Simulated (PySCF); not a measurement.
## Magnetic susceptibility: `C=C[Si]1(C)OC(=O)C(=O)O1`, C₅H₆O₄Si

Geometry (Å), atoms numbered from 1 in this order:
```xyz
16

C    -1.711    1.926   -0.532
C    -1.510    0.641   -0.799
Si   -0.172   -0.417   -0.010
C    -0.627   -2.106    0.699
O     0.670    0.502    1.105
C     1.931    0.746    0.751
O     2.696    1.398    1.390
C     2.234    0.064   -0.597
O     3.278    0.086   -1.171
O     1.145   -0.566   -1.035
H    -1.098    2.462    0.173
H    -2.498    2.491   -1.006
H    -2.165    0.148   -1.504
H    -1.415   -2.013    1.439
H     0.223   -2.592    1.173
H    -0.989   -2.761   -0.087
```

Computed with GIAO B97-2/pcSseg-1 magnetisability, rotational g tensor and spin-rotation constants, non-relativistic, gas phase (PySCF 2.14.0). Geometry: GFN2-xTB.

(1) What are the magnetisability and the molar susceptibility?

(2) Split it along the inertial axes a, b, c into diamagnetic and paramagnetic parts about the centre of mass, with the quadrupole moment.

(3) And the rotational g tensor?

Results:

(1) Isotropic -1246 × 10⁻³⁰ J/T², or -75.1 × 10⁻⁶ cm³/mol; principal values -1443, -1219, -1078 × 10⁻³⁰ J/T², anisotropy 318 × 10⁻³⁰ J/T² (root of half the summed squared differences of the principal values). The susceptibility is in cgs units.

(2) 
```csv
axis,χ (10⁻⁶ cm³/mol),diamagnetic (10⁻⁶ cm³/mol),paramagnetic (10⁻⁶ cm³/mol),summed x² of all electrons (Å²),quadrupole Θ (D Å)
a,-70.1,-836.0,765.9,241.0,-5.30
b,-77.1,-1361.0,1283.9,117.3,+8.68
c,-78.0,-1520.0,1442.0,79.8,-3.39
```
Anisotropies 2χaa − χbb − χcc = +14.9 and 2χbb − χaa − χcc = -6.1 × 10⁻⁶ cm³/mol. Θ is traceless in Buckingham's convention.

(3) 
```csv
axis,rotational constant (GHz),g,nuclear part,electronic part
a,1.6687,-0.0338,0.5666,-0.6005
b,0.9272,-0.0193,0.5399,-0.5593
c,0.8366,-0.0143,0.5524,-0.5667
```
Asymmetric top; isotopes 12C, 1H, 16O, 28Si; no vibrational averaging.
